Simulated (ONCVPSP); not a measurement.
**Transferability test, ONCV potential for Cl (Z = 17)**

```json
{
  "Element": "chlorine (Cl)",
  "Generator": "ONCVPSP 4.0.1",
  "Type": "optimised norm-conserving Vanderbilt (ONCV)",
  "Functional": "PBEsol",
  "Relativity": "scalar-relativistic",
  "Frozen core": "[Ne]",
  "Valence charge": "7",
  "Reference configuration": "3s2 3p5",
  "Partial waves": "3s: rc 1.15 bohr, ncon 4, nbas 9, qcut 6.5 1/bohr, 2 projectors, debl 0.7 Ha; 3p: rc 1.35 bohr, ncon 4, nbas 9, qcut 5.4 1/bohr, 2 projectors, debl 3.6 Ha",
  "Local potential": "polynomial inside 0.70 bohr (lpopt 5, dvloc0 6 Ha)",
  "Core correction": "Teter function, fcfact 2.25, rcfact 1.75"
}
```

In the s channel the program set the typed energies aside and used -0.758, 0.250 Ha.

Energies are relative to the spin-unpolarised reference configuration 3s2 3p5; without spin polarisation the order of configurations can differ from experiment.

```json
{"valence configuration": "3s2 3p4", "charge": "+1", "ΔE all-electron (eV)": "13.836", "error AE − PS (meV)": "0.0"}
{"valence configuration": "3s2 3p3", "charge": "+2", "ΔE all-electron (eV)": "39.233", "error AE − PS (meV)": "+2.9"}
{"valence configuration": "3s2 3p2", "charge": "+3", "ΔE all-electron (eV)": "77.488", "error AE − PS (meV)": "+7.8"}
```

Task: What are ΔE and the potential's error for 3s1 3p5?

Result: ΔE = 26.505 eV all-electron; the error (AE − PS) is -3.3 meV.

Note: ghosts flagged at negative energy: s at -199.6 eV; no localised positive-energy state flagged. A true bound ghost makes a file unfit for plane-wave use.
